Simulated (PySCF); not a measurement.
Species: tetrahydropyran-4-one, C₅H₈O₂.
Numbering: `[O:1]=[C:2]1[CH2:3][CH2:4][O:5][CH2:6][CH2:7]1` (hydrogens: H8, H9 on C3; H10, H11 on C4; H12, H13 on C6; H14, H15 on C7)

Structure used (PBE0-D3(BJ)/def2-SVP), in Å, numbered top down from 1:
```
atom  x, y, z in Å
O1     1.157   -1.997    0.984
C2     0.723   -1.121    0.278
C3     1.438    0.191    0.045
C4     0.468    1.364    0.214
O5    -0.673    1.207   -0.583
C6    -1.413    0.071   -0.232
C7    -0.605   -1.213   -0.440
H8     1.813    0.193   -0.993
H9     2.296    0.264    0.728
H10    0.944    2.309   -0.085
H11    0.182    1.457    1.282
H12   -1.739    0.136    0.826
H13   -2.317    0.068   -0.858
H14   -1.147   -2.103   -0.089
H15   -0.401   -1.328   -1.518
```

Linear response at CAM-B3LYP/def2-SVPD (PySCF, frozen core in the response, non-relativistic).

Static isotropic polarisability: 63.83 au (9.46 Å³), principal values 54.8, 67.3, 69.4 au.

Q: What is the polarisability at 1064 nm and at the sodium D line?

A: 64.26 au at 1064 nm (+0.7 %), 65.27 au at 589.3 nm (+2.3 %). The rise at 589.3 nm is 3.35 times that at 1064 nm; a pure ω² law gives 3.26. The lowest singlet lies at 286 nm, shorter than both wavelengths.

Q: What is the isotropic C6 coefficient between two such molecules, C6 = (3/π)∫α(iω)² dω?

A: 1879 au (Eh·bohr⁶) by a ten-point quadrature over imaginary frequencies, which is 1120 eV·Å⁶ or 108 J·nm⁶/mol.

Q: Which effective excitation energy ω̄ makes London's formula C6 = (3/4)α²ω̄ exact here?

A: ω̄ = 4·C6/(3α²) = 0.615 Eh = 16.7 eV. A one-pole form α(ω) = α/(1 − ω²/ω̄²) fitted to the 1064 nm value gives 14.3 eV. London's choice of the ionisation energy (9.62 eV, ΔSCF at the same level) gives C6 = 1080 au, 43 % too low.

Q: How anisotropic is the static polarisability, by Δα² = ½[(α1 − α2)² + (α2 − α3)² + (α3 − α1)²]?

A: Δα = 13.7 au, or 0.21 of the isotropic value.

Q: What molar refraction at the D line follows from R = (4π/3)·N_A·α′, with α′ the polarisability volume?

A: α′ = 9.67 Å³ gives R = 24.40 cm³/mol, for isolated, non-vibrating species.

Q: The lowest 6 singlets have (eV, f): 4.34, 0.000; 6.52, 0.023; 7.27, 0.026; 7.82, 0.000; 7.82, 0.010; 7.93, 0.027. What share of the static polarisability do they carry in the sum over states α = Σ f/ω²?

A: 1.21 au, 1.9 % of α; the largest term, 0.41 au, is that of the state at 6.52 eV. Their oscillator strengths add up to 0.09. Higher states carry the rest.

One conformer stands for the species.
